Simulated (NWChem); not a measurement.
Program: NWChem. System: Te (-1), charge -1, spin multiplicity 2. Its SCF solution wasn't tested for a lower state. Level: UB3LYP/def2-TZVPD with def2 effective core potentials on Te, VWN1-RPA local correlation.

Part of the output:

```
             Northwest Computational Chemistry Package (NWChem) 7.3.0
             --------------------------------------------------------

                                NWChem Input Module
                                -------------------

 Scaling coordinates for geometry "geometry" by  1.889725989
 (inverse scale =  0.529177249)

                             Geometry "geometry" -> ""
                             -------------------------

 Output coordinates in angstroms (scale by  1.889725989 to convert to a.u.)

  No.       Tag          Charge          X              Y              Z
 ---- ---------------- ---------- -------------- -------------- --------------
    1 Te                  52.0000     0.00000000     0.00000000     0.00000000

 Effective nuclear repulsion energy (a.u.)       0.0000000000

            Nuclear Dipole moment (a.u.)
            ----------------------------
        X                 Y               Z
 ---------------- ---------------- ----------------
     0.0000000000     0.0000000000     0.0000000000

      Symmetry information
      --------------------

 Group name             D2h
 Group number             26
 Group order               8
 No. of unique centers     1

      Symmetry unique atoms

     1


 Summary of "ao basis" -> "" (spherical)
 ------------------------------------------------------------------------------
       Tag                 Description            Shells   Functions and Types
 ---------------- ------------------------------  ------  ---------------------
 *                         def2-tzvpd                 on all atoms

                                 NWChem DFT Module
                                 -----------------

 Summary of "ao basis" -> "ao basis" (spherical)
 ------------------------------------------------------------------------------
       Tag                 Description            Shells   Functions and Types
 ---------------- ------------------------------  ------  ---------------------
 Te                        def2-tzvpd               19       59   7s6p4d2f

 Summary of "ao basis" -> "ao basis" (spherical)
 ------------------------------------------------------------------------------
       Tag                 Description            Shells   Functions and Types
 ---------------- ------------------------------  ------  ---------------------
 Te                        def2-tzvpd               19       59   7s6p4d2f

      Symmetry analysis of basis
[...]
              MO Center=  8.1D-34, -1.6D-34, -8.4D-34, r^2= 1.5D+00
   Bfn.  Coefficient  Atom+Function         Bfn.  Coefficient  Atom+Function
  ----- ------------  ---------------      ----- ------------  ---------------
     5      0.796597  1 Te s                  2      0.672583  1 Te s
     3     -0.564717  1 Te s                  6      0.447362  1 Te s
     1     -0.401901  1 Te s                  4     -0.382774  1 Te s
     7      0.038681  1 Te s

 Vector   11  Occ=1.000000D+00  E= 1.051525D-03  Symmetry=b2u
              MO Center=  3.5D-31, -3.1D-19,  3.5D-31, r^2= 3.2D+00
   Bfn.  Coefficient  Atom+Function         Bfn.  Coefficient  Atom+Function
  ----- ------------  ---------------      ----- ------------  ---------------
    18      0.441952  1 Te py                12     -0.396427  1 Te py
    21      0.353961  1 Te py                15      0.333326  1 Te py
    24      0.126635  1 Te py                 9     -0.063802  1 Te py

 Vector   12  Occ=1.000000D+00  E= 1.051525D-03  Symmetry=b1u
              MO Center=  5.1D-32,  4.5D-31, -1.7D-18, r^2= 3.2D+00
   Bfn.  Coefficient  Atom+Function         Bfn.  Coefficient  Atom+Function
  ----- ------------  ---------------      ----- ------------  ---------------
    19      0.441952  1 Te pz                13     -0.396427  1 Te pz
    22      0.353961  1 Te pz                16      0.333326  1 Te pz
    25      0.126635  1 Te pz                10     -0.063802  1 Te pz

 Vector   13  Occ=0.000000D+00  E= 5.465996D-02  Symmetry=b3u
              MO Center= -4.7D-16,  9.3D-16, -3.5D-16, r^2= 3.9D+00
   Bfn.  Coefficient  Atom+Function         Bfn.  Coefficient  Atom+Function
  ----- ------------  ---------------      ----- ------------  ---------------
    17      0.413679  1 Te px                11     -0.375738  1 Te px
    20      0.342206  1 Te px                14      0.312030  1 Te px
    23      0.214024  1 Te px                 8     -0.060550  1 Te px

 Vector   14  Occ=0.000000D+00  E= 1.387604D-01  Symmetry=b2u
              MO Center= -7.1D-17, -3.1D-16,  2.4D-16, r^2= 2.2D+01
   Bfn.  Coefficient  Atom+Function         Bfn.  Coefficient  Atom+Function
  ----- ------------  ---------------      ----- ------------  ---------------
    24      1.310937  1 Te py                21     -0.726052  1 Te py
    15     -0.182233  1 Te py                12      0.143576  1 Te py
    18      0.060391  1 Te py

 Vector   15  Occ=0.000000D+00  E= 1.387604D-01  Symmetry=b1u
              MO Center= -7.4D-16,  2.9D-15, -1.5D-15, r^2= 2.2D+01
   Bfn.  Coefficient  Atom+Function         Bfn.  Coefficient  Atom+Function
  ----- ------------  ---------------      ----- ------------  ---------------
    25      1.310937  1 Te pz                22     -0.726052  1 Te pz
    16     -0.182233  1 Te pz                13      0.143576  1 Te pz
    19      0.060391  1 Te pz

   alpha - beta orbital overlaps
   -----------------------------

   alpha      1      2      3      4      5      6      7      8      9     10
    beta      1      2      3      4      5      6      7      8      9     10
 overlap   1.000  1.000  1.000  1.000  1.000  1.000  1.000  1.000  1.000  0.999

   alpha     11     12     13     14     15     16     17     18     19     20
    beta     13     11     12     16     14     15     17     22     18     19
 overlap   0.987  1.000  1.000  0.988  1.000  1.000  0.998  0.997  0.999  0.999

   alpha     21     22     23     24     25     26     27     28     29     30
    beta     20     21     25     23     24     30     28     29     26     27
 overlap   1.000  1.000  0.998  1.000  1.000  0.996  0.999  0.999  1.000  1.000

   alpha     31     32     33     34     35     36     37     38     39     40
    beta     31     34     32     33     35     36     37     38     39     40
 overlap   0.997  1.000  1.000  1.000  1.000  1.000  1.000  1.000  1.000  1.000

   alpha     41     42     43     44     45     46     47     48     49     50
    beta     41     44     42     43     45     46     47     48     49     50
 overlap   1.000  1.000  1.000  1.000  1.000  1.000  1.000  1.000  1.000  1.000

   alpha     51     52     53     54     55     56     57     58     59
    beta     51     52     53     54     55     56     57     58     59
 overlap   1.000  1.000  1.000  1.000  1.000  1.000  1.000  1.000  1.000

     --------------------------
     Expectation value of S2:
     --------------------------
      <S2> =      0.7531 (Exact =     0.7500)

 Task  times  cpu:        1.6s     wall:        1.6s

 Total times  cpu:        1.6s     wall:        1.6s
```

Question: Write an NWChem input that would produce this output.

Answer: One answer among several that fit: 
```
start mol
memory heap 200 mb stack 900 mb global 1100 mb
charge -1
geometry units angstroms nocenter noautoz
  Te     0.000000     0.000000     0.000000
  symmetry group D2h
end
basis spherical
  * library def2-tzvpd
end
ecp
  Te library def2-ecp
end
dft
  xc b3lyp
  odft
  mult 2
  semidirect memsize 60000000 filesize 0
  iterations 100
end
task dft energy
```
